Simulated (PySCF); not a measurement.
PySCF input (M06-2X/6-31G* with LANL2DZ past Ar (5d)):

```python
from pyscf import gto, dft

mol = gto.M(
    atom='''
    Sr   -0.00000000   -0.00000000   -0.42582700
    O     0.00000000    0.00000000    1.69169800
    H     0.00000000    0.00000000    2.64785100
    ''',
    basis={'default': '6-31g*', 'Sr': 'lanl2dz'},
    ecp={'Sr': 'lanl2dz'},
    charge=0,
    spin=1,
    symmetry='C2v',
    verbose=4,
)

mf = dft.UKS(mol, xc='m062x')
mf.grids.level = 4
mf.conv_tol = 1e-9
mf.max_cycle = 100
mf.max_memory = 1500
mf.kernel()
if not mf.converged:
    mf = mf.newton()
    mf.kernel(mf.make_rdm1())
mf.dip_moment()
```

From the output:

```
alpha HOMO (A1) = -0.168669636815673  LUMO (B1) = -0.00583726447797372
beta  HOMO (B1) = -0.270813175016445  LUMO (A1) = -0.153415216966913
  HOMO = -0.168669636816  LUMO = -0.153415216967  gap/eV = 0.41509
cycle= 7 E= -106.137831881439  delta_E= -3.86e-05  |g|= 0.000944  |ddm|= 0.0194
alpha HOMO (A1) = -0.168515726135601  LUMO (B2) = -0.00556962466183619
beta  HOMO (B1) = -0.271100935189793  LUMO (A1) = -0.154404341096346
  HOMO = -0.168515726136  LUMO = -0.154404341096  gap/eV = 0.38399
cycle= 8 E= -106.137835228475  delta_E= -3.35e-06  |g|= 0.000496  |ddm|= 0.00535
alpha HOMO (A1) = -0.168463246268392  LUMO (B2) = -0.00553073679153182
beta  HOMO (B2) = -0.271055835877499  LUMO (A1) = -0.154238202108962
  HOMO = -0.168463246268  LUMO = -0.154238202109  gap/eV = 0.38708
cycle= 9 E= -106.137835791326  delta_E= -5.63e-07  |g|= 9.99e-05  |ddm|= 0.00223
alpha HOMO (A1) = -0.168453205928163  LUMO (B1) = -0.00552363679404855
beta  HOMO (B1) = -0.2710078504609  LUMO (A1) = -0.15435829927787
  HOMO = -0.168453205928  LUMO = -0.154358299278  gap/eV = 0.38354
cycle= 10 E= -106.137835813316  delta_E= -2.2e-08  |g|= 4.12e-05  |ddm|= 0.000398
alpha HOMO (A1) = -0.168456415527631  LUMO (B2) = -0.005528882366028
beta  HOMO (B2) = -0.270979789366566  LUMO (A1) = -0.154265927336566
  HOMO = -0.168456415528  LUMO = -0.154265927337  gap/eV = 0.38614
cycle= 11 E= -106.137835815592  delta_E= -2.28e-09  |g|= 8.04e-06  |ddm|= 0.000109
alpha HOMO (A1) = -0.168457068455317  LUMO (B1) = -0.00552941294662501
beta  HOMO (B1) = -0.270984068001214  LUMO (A1) = -0.154272738110393
  HOMO = -0.168457068455  LUMO = -0.15427273811  gap/eV = 0.38598
cycle= 12 E= -106.13783581567  delta_E= -7.75e-11  |g|= 1.78e-06  |ddm|= 2.5e-05
alpha HOMO (A1) = -0.168457112986433  LUMO (B1) = -0.0055295311760728
beta  HOMO (B1) = -0.270985864704742  LUMO (A1) = -0.154276326861296
  HOMO = -0.168457112986  LUMO = -0.154276326861  gap/eV = 0.38588
Extra cycle  E= -106.137835815672  delta_E= -1.9e-12  |g|= 1.65e-06  |ddm|= 4.99e-06
converged SCF energy = -106.137835815672  <S^2> = 0.7558492  2S+1 = 2.0058407
Dipole moment(X, Y, Z, Debye):  0.00000,  0.00000, -1.72042
```

The geometry given is a B3LYP-D3(BJ)/def2-TZVP minimum.
